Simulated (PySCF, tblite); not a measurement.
C5H13NO2Si.
Z-matrix (Å and degrees, GFN2-xTB geometry), rows numbered from 1:
```
C 
C   1  1.5210
O   2  1.3952  1  112.79
Si  3  1.6281  2  126.58  1   -62.62
N   4  1.7593  3   98.33  2  -174.41
C   5  1.4378  4  128.81  3    -0.47
C   5  1.3365  4  107.05  3   179.86
C   7  1.5026  5  119.87  4   179.55
O   7  1.2258  5  116.82  4    -0.49
H   1  1.0866  2  110.02  3  -174.24
H   1  1.0866  2  109.76  3   -54.08
H   1  1.0860  2  109.87  3    65.45
H   2  1.0965  1  109.51  3  -121.92
H   2  1.0958  1  110.03  3   118.85
H   4  1.4571  3  111.01  2    70.60
H   4  1.4578  3  109.74  2   -58.58
H   6  1.0859  5  107.77  4     0.71
H   6  1.0930  5  111.08  4   120.17
H   6  1.0931  5  111.10  4  -118.71
H   8  1.0884  7  110.01  5    60.14
H   8  1.0884  7  110.11  5   -59.22
H   8  1.0862  7  109.32  5  -179.57
```

Method used: PBE0/pcSseg-1 in PySCF (dipole) on a GFN2-xTB geometry, gas phase.

Masses are those of the commonest isotopes; rigid-rotor values at the optimised geometry. The values belong to one conformer with, in the numbering `[CH3:1][CH2:2][O:3][SiH2:4][N:5]([CH3:6])[C:7]([CH3:8])=[O:9]`, C1–C2–O3–Si4 -63°, C2–O3–Si4–N5 -174°, O3–Si4–N5–C6 0°, Si4–N5–C7–C8 180°.

(1) What are A, B and C (MHz)?

(2) Classify the top.

(3) Is it planar, by Δ = Ic − Ia − Ib?

(4) Give the other two planar moments, Paa and Pbb, and the rms extents of the mass along the axes.

(5) Give the coordinates in the principal-axis frame, origin at the centre of mass.

(6) List the rotational levels J(Ka,Kc) to J = 3 (cm⁻¹).

(7) Which types of transition are allowed, and where do some lines up to J = 3 fall?

(8) Estimate the classical rotational partition function at 25 K, 50 K and 298.15 K.

Answers

(1) Ia = 151.90, Ib = 710.62, Ic = 820.67 u·Å²; 505379 MHz·u·Å²/I gives A = 3327, B = 711.2, C = 615.8 MHz.

(2) A near-prolate asymmetric top. Ray's parameter κ = (2B − A − C)/(A − C) = -0.930; −1 is the prolate and +1 the oblate limit.

(3) Not planar: Δ = Ic − Ia − Ib = -41.85 u·Å². For a rigid frame Δ = −2 Σ m c², so Σ m c² = 20.92 u·Å² lies off the ab plane: 11.92 from hydrogen and 9.00 from heavier atoms. The atom farthest from that plane is 1.64 Å away.

(4) Paa = Σ m a² = (Ib + Ic − Ia)/2 = 689.69 and Pbb = Σ m b² = (Ia + Ic − Ib)/2 = 130.98 u·Å². With the mass M = 147.07 u, the rms extents √(P/M) along a, b and c are 2.17, 0.94, 0.38 Å.

(5) The sense of each axis is arbitrary; atoms in the order of the calculation.
```csv
atom,mass (u),a (Å),b (Å),c (Å)
C1,12.000,3.610,0.475,-0.647
C2,12.000,2.948,-0.400,0.407
O3,15.995,1.583,-0.580,0.180
Si4,27.977,0.440,0.579,0.168
N5,14.003,-0.971,-0.456,-0.009
C6,12.000,-1.030,-1.889,-0.117
C7,12.000,-2.042,0.343,-0.036
C8,12.000,-3.414,-0.250,-0.190
O9,15.995,-1.837,1.546,0.070
H10,1.008,4.684,0.503,-0.486
H11,1.008,3.407,0.076,-1.637
H12,1.008,3.214,1.485,-0.590
H13,1.008,3.095,0.045,1.398
H14,1.008,3.400,-1.398,0.403
H15,1.008,0.575,1.433,-1.005
H16,1.008,0.423,1.267,1.453
H17,1.008,-0.014,-2.268,-0.058
H18,1.008,-1.620,-2.320,0.696
H19,1.008,-1.470,-2.194,-1.069
H20,1.008,-3.622,-0.929,0.635
H21,1.008,-3.477,-0.812,-1.120
H22,1.008,-4.152,0.548,-0.198
```

(6) Above 0(0,0):
J = 1: 1(0,1) 0.0443, 1(1,1) 0.1315, 1(1,0) 0.1347
J = 2: 2(0,2) 0.1327, 2(1,2) 0.2169, 2(1,1) 0.2264, 2(2,1) 0.4882, 2(2,0) 0.4883
J = 3: 3(0,3) 0.2652, 3(1,3) 0.3448, 3(1,2) 0.3639, 3(2,2) 0.6210, 3(2,1) 0.6214, 3(3,1) 1.0652, 3(3,0) 1.0652
Those of J = 1 are B + C, A + C and A + B.

(7) The dipole components are |μa| = 0.59 D, |μb| = 3.01 D, |μc| = 0.20 D. Intensities carry the squares of the components, which stand as 0.04 : 1.00 : 0.00 (a : b : c). Some lines, for components of 0.1 D or more:

```
type  branch         J(Ka,Kc)    MHz  lower level (cm⁻¹)
   a       Q  3(1,2) ← 3(1,3)    572               0.345
   a       R  1(0,1) ← 0(0,0)   1327               0.000
   b       R  3(0,3) ← 2(1,2)   1448               0.217
   a       R  3(2,2) ← 2(2,1)   3981               0.488
   a       R  3(2,1) ← 2(2,0)   3991               0.488
   c       R  1(1,0) ← 0(0,0)   4038               0.000
   c       Q  3(2,2) ← 3(1,2)   7706               0.364
   b       Q  3(2,1) ← 3(1,2)   7719               0.364
   b       Q  2(2,1) ← 2(1,2)   8134               0.217
   c       R  2(2,1) ← 1(1,1)  10692               0.132
   c       R  3(2,1) ← 2(1,1)  11841               0.226
   b       R  3(2,1) ← 2(1,2)  12127               0.217
   b       R  3(3,1) ← 2(2,0)  17298               0.488
   c       R  3(3,1) ← 2(2,1)  17300               0.488
```

(8) Point group C1, symmetry number σ = 1; q = (√π/σ)·√((kT/h)³/(ABC)), k/h = 20836.6 MHz/K: 17500 at 25 K, 49400 at 50 K, 719000 at 298.15 K.

Its GFN2-xTB frequencies are all real (lowest 26 cm⁻¹). Zero-point vibration and centrifugal distortion are left out. A rigid rotor knows nothing of internal rotation, which can split or shift real lines. Quadrupole hyperfine structure (14N) is left out.
